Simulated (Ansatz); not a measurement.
Species: C₂H₇BN (charge 0, doublet). It need not be the lowest isomer of its formula. 
Structure (B3LYP-D3(BJ)/def2-TZVP (Ansatz, a first-principles code) minimum search):
```xyz
11

C      1.4725    -0.3903     0.1475
B     -0.0230     0.1124    -0.0618
C     -1.2205    -0.7029     0.5976
N     -0.2874     1.1733    -0.9023
H      1.5719    -1.4155    -0.2214
H      2.2233     0.2263    -0.3451
H      1.6938    -0.4227     1.2187
H     -1.0512    -0.7883     1.6751
H     -2.2037    -0.2643     0.4312
H     -1.2284    -1.7231     0.2021
H     -0.3911     2.1712    -0.8062
```
Charge 0, spin multiplicity 2.

Basis-set convergence of Hartree-Fock and CCSD(T) correlation energies (hartree) with Ansatz. Cores are frozen in the correlated levels unless marked. Open shells are spin-unrestricted. No spin-orbit coupling. Non-relativistic.

```
basis    functions       E(HF)  E(corr, CCSD(T))
-------  ---------  ----------  ----------------
cc-pVDZ         91  -158.95577          -0.58080
cc-pVTZ        218  -159.00240          -0.70392
cc-pVQZ        430  -159.01320          -0.74020
```

Extrapolating the two largest sets (X = 3 and 4) as X^-3: E(corr) = (64·(-0.74020) - 27·(-0.70392))/37 = -0.7667 Eh, an estimate of the basis-set limit. The largest set recovers 96.5 % of it, the smallest 75.8 %.
